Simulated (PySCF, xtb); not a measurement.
HO3S, SMILES O=[SH](=O)[O-], charge -1.

GFN2-xTB (xtb 6.7.1) at its own geometry gives an orbital gap of 8.61 eV.

Geometry: B3LYP-D3(BJ)/def2-SVPD.

Q: What does PBE/def2-TZVPD (PySCF) give? (Estimate from the structure and the level; the computed values follow.)

A: gap 4.17 eV (levels -0.75 and 3.42 eV).
